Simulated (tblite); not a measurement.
C4H8GeSSi.
Structure used (GFN2-xTB), in Å, numbered top down from 1:
```
atom  x, y, z in Å
Si1    2.4981    0.5238   -0.0129
S2     2.0261   -1.4728    0.6306
Ge3   -0.1811   -1.4362    0.3812
C4    -1.1427   -0.0210    1.3539
C5    -1.7300    0.7753    0.4578
C6    -1.5651    0.4572   -0.9590
C7    -0.8447   -0.6191   -1.2823
H8     3.9340    0.5824    0.1975
H9     2.1254    0.6571   -1.4174
H10    1.7593    1.4743    0.8119
H11   -0.6267   -2.8580    0.6654
H12   -1.2150    0.1370    2.4162
H13   -2.3273    1.6371    0.7238
H14   -2.0383    1.1001   -1.6891
H15   -0.6763   -0.9290   -2.2994
```

Method: GFN2-xTB as coded in tblite; computed harmonic values from a numerical Hessian at the method's own geometry, unscaled. Errors from tens to a few hundred cm⁻¹ against measured bands are possible. Modes of hydrogen on germanium and silicon can be 10 to 20 % off. One conformer, not necessarily the lowest.

Harmonic wavenumbers (cm⁻¹): 28.4, 59.6, 92.8, 112.2, 120.6, 305.2, 344.0, 376.3, 398.3, 491.6, 515.0, 535.0, 554.7, 561.2, 622.6, 664.7, 707.1, 743.0, 766.5, 768.2, 773.7, 774.6, 906.3, 909.3, 973.7, 1100.1, 1102.4, 1243.4, 1301.5, 1546.3, 1619.6, 1871.8, 2285.2, 2293.9, 2361.1, 3044.6, 3053.8, 3092.5, 3096.3.

A = 1978, B = 1026, C = 844.4 MHz; mass 189.933 u (most abundant isotopes); point group C1, symmetry number 1.

Q: Zero-point energy?

A: ½Σν̃ = 21059 cm⁻¹ = 251.91 kJ/mol.

Q: Give the ideal-gas entropy at 298.15 K and 1 bar in the rigid-rotor, harmonic-oscillator model (classical rotation).

A: Translation 174.29, rotation 123.92, vibration 128.44: S = 426.7 J/(mol K).

Q: And Cp and H(298.15 K) − H(0)?

A: Cp = 161.26 J/(mol K), of which vibrations give 128.00 (their classical limit is 39 R = 324.3); H(298.15 K) − H(0) = 29.21 kJ/mol without the zero-point energy, 19.30 from vibrations.

Q: How do the functions run with temperature in this model?

A: 
| T (K) | S (J/(mol K)) | Cp (J/(mol K)) | H − H(0) (kJ/mol) | G − H(0) (kJ/mol) | ln q(vib) |
| --- | --- | --- | --- | --- | --- |
| 150 | 340.1 | 96.5 | 10.00 | -41.02 | 3.77 |
| 250 | 400.0 | 141.6 | 21.91 | -78.09 | 6.40 |
| 400 | 479.0 | 195.3 | 47.46 | -144.16 | 10.30 |
| 600 | 567.5 | 240.4 | 91.40 | -249.11 | 15.27 |
| 900 | 673.3 | 280.4 | 170.07 | -435.90 | 21.97 |

q(vib) and H(0) count from the zero-point level.

Q: Blend soft modes into free rotors: weight 1/[1 + (100 cm⁻¹/ν̃)⁴] for the oscillator and the rest for a rotor with moment μB/(μ + B), μ = h/(8π²ν), B = 10⁻⁴⁴ kg m². What vibrational entropy results?

A: 113.83 J/(mol K) in place of 128.44, which changes −T·S at 298.15 K by +4.36 kJ/mol.

Hindered rotation and anharmonicity are outside this model. Other conformers, if any are populated, would add a mixing term that is left out. The structure is chiral; the term R ln 2 for an equal mix with its mirror image is left out.
